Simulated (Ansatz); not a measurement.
Isolated molecules relaxed with PBE0-D4/def2-TZVP in Ansatz; ΔE leaves out vibrations. CCSD(T)/CBS adds triple-zeta CCSD(T) − MP2 to the extrapolated MP2 energy (def2 sets, frozen cores). This one scheme is used for every species. Functionals use def2-TZVPP. For Ge outer-core shells are correlated without core-valence functions, which leaves a few kJ/mol of doubt a bond. Scalar relativity is left out up to krypton. One conformer a species, not always the lowest.

Consider the ligand exchange at the Si–N bond: `CO[SiH2][NH][GeH3]` + `CO[SiH2]S` → `CO[SiH2]S[SiH2]OC` + `[NH2][GeH3]`.

(1) Is it downhill or uphill in electronic energy at CCSD(T)/CBS, and by how much? (Best estimate.)

(2) What do these levels give: ωB97M-V, MP2/def2-TZVPP, CCSD(T)/def2-TZVPP, HF/def2-QZVPP, SCS-MP2/def2-QZVPP, MP2/CBS(def2)? (Best estimate.)

Largest T1 diagnostic among the species: 0.012.

Results:

(1) Ansatz gave: Uphill: ΔE = +3.4 kJ/mol.

(2) Ansatz gave: ωB97M-V 2.7, MP2/def2-TZVPP 2.8, CCSD(T)/def2-TZVPP 6.3, HF/def2-QZVPP 22.2, SCS-MP2/def2-QZVPP 6.7, MP2/CBS(def2) -0.1 kJ/mol.

In def2-TZVPP, CCSD(T) changes the Hartree–Fock value by −14.5 kJ/mol (the triples alone add −3.6 kJ/mol) and MP2 by −18.0 kJ/mol. The D4 term adds −11.3 kJ/mol with B3LYP and −6.9 kJ/mol with PBE0; it sums over pairs of atoms, weighted by their polarisabilities, and B3LYP, whose exchange is more repulsive, gets the larger term.

B3LYP here is the variant with VWN-RPA as its local correlation; programs differ in this.
